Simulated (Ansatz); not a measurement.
Input file for C2H8GeO3, SMILES `C[O][Ge]([CH3])([OH])[OH]`:

```yaml
crystal:
  periodic: [false, false, false]
  atoms:
    - {symbol: C, position_ang: [-1.819296, -1.060786, 0.695661]}
    - {symbol: O, position_ang: [-1.069373, 0.129904, 0.603818]}
    - {symbol: Ge, position_ang: [0.488965, 0.130884, -0.235829]}
    - {symbol: C, position_ang: [0.996842, 1.966391, -0.488934]}
    - {symbol: O, position_ang: [0.379719, -0.722951, -1.777428]}
    - {symbol: O, position_ang: [1.630546, -0.868544, 0.691823]}
    - {symbol: H, position_ang: [-2.084592, -1.450717, -0.293358]}
    - {symbol: H, position_ang: [-2.741311, -0.837341, 1.236980]}
    - {symbol: H, position_ang: [-1.282002, -1.845095, 1.243369]}
    - {symbol: H, position_ang: [0.331846, 2.426083, -1.220125]}
    - {symbol: H, position_ang: [2.022827, 2.018355, -0.851874]}
    - {symbol: H, position_ang: [0.915872, 2.506390, 0.454333]}
    - {symbol: H, position_ang: [0.706781, -1.622893, -1.699048]}
    - {symbol: H, position_ang: [1.523185, -0.769670, 1.640600]}
basis:
  gaussian: {orbitals: def2-TZVPP}
correlation: {method: ccsd_t}
```

```sh
$ ansatz run in.yaml --threads 2 --pin off --events-out ev --progress --plain --max-ram 22528MiB --backend cuda --devices 0, --max-vram 18GiB
```

Log, shortened:

```
Functional definition: HF
1919 factors; integrals over basis functions are off by at most 1.1e-3 eV
mean field evaluation 1: about -64772.4225 eV, gradient 5.8e1 eV
mean field evaluation 2: about -64772.6799 eV, gradient 5.8e1 eV
mean field evaluation 4: about -64778.7114 eV, gradient 4.8e0 eV
mean field evaluation 8: about -64778.7881 eV, gradient 3.3e-1 eV
mean field -64778.78882801 eV, -2380.5765807893 hartree, gradient 3.5e-6 eV, S^2 0.000000; 0 other end points of the search recorded, 0 dependent functions left out
14 core orbitals not correlated: weight in the atoms' cores, before any rotation towards them, 1.000 or more for the frozen orbitals, at most 0.000 for the correlated occupied ones
reference -64778.78882801 eV, -2380.5765807893 hartree; 24, 24 occupied and 277, 277 virtual orbitals, 1919 factors
second order -36.12268943 eV of doubles, -0.00000000 eV of singles
cycle   1  -35.80016215 eV  change    3.2e-1 eV  update   1.3e-1
cycle   2  -36.66846600 eV  change   -8.7e-1 eV  update   3.6e-2
cycle   3  -36.84797994 eV  change   -1.8e-1 eV  update   1.8e-2
cycle   4  -36.82865705 eV  change    1.9e-2 eV  update   3.7e-3
cycle   5  -36.82805199 eV  change    6.1e-4 eV  update   1.8e-3
cycle   6  -36.82927519 eV  change   -1.2e-3 eV  update   5.1e-4
cycle   7  -36.82897405 eV  change    3.0e-4 eV  update   2.1e-4
cycle   8  -36.82888884 eV  change    8.5e-5 eV  update   5.6e-5
cycle   9  -36.82890028 eV  change   -1.1e-5 eV  update   2.1e-5
perturbative correction -1.36808051 eV, -0.0502760314 hartree
Total energy: -64816.98580880 eV, -2381.9802939424 hartree
```

Run time 6 s (2 threads of an AMD EPYC 7R13 on a shared host and a share of an NVIDIA H100 80 GB); peak host memory 0.89 GiB.

The correlation energy is -38.197 eV, 3.6 % of it from (T); the T1 diagnostic reads 0.0115.
